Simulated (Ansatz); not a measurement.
The cluster SnF₂⁺. The state is a doublet with charge 1. Geometry PBE-D4/def2-TZVP, that of the neutral singlet.

Cartesian coordinates in Å:
```
Sn 0.749 0.334 -0.287
F 0.351 -0.894 1.189
F -1.100 0.560 -0.902
```

In the def2 sets Sn takes a core potential; there is no spin–orbit coupling. The structure comes from a short search, and lower isomers may exist.

Task: Estimate the α-spin orbital energies around the gap (eV) in Ansatz with PBE-D4/def2-TZVP, r2SCAN-D4/def2-TZVP, PBE0-D4/def2-TZVP.

Result: 
| orbital | PBE-D4/def2-TZVP | r2SCAN-D4/def2-TZVP | PBE0-D4/def2-TZVP |
| --- | --- | --- | --- |
| HOMO−5 | -17.74 | -18.21 | -19.67 |
| HOMO−4 | -16.48 | -16.95 | -18.49 |
| HOMO−3 | -16.44 | -16.87 | -18.39 |
| HOMO−2 | -16.07 | -16.52 | -18.04 |
| HOMO−1 | -15.88 | -16.33 | -17.87 |
| HOMO | -15.55 | -16.04 | -16.99 |
| LUMO | -10.54 | -10.51 | -9.86 |
| LUMO+1 | -8.38 | -8.12 | -7.64 |
| LUMO+2 | -7.82 | -7.44 | -6.98 |
| LUMO+3 | -2.73 | -1.23 | -2.17 |
| LUMO+4 | -2.36 | -1.02 | -1.90 |
| LUMO+5 | -1.89 | -0.79 | -1.31 |
| β HOMO | -15.67 | -16.09 | -17.62 |
| β LUMO | -14.54 | -14.37 | -13.66 |
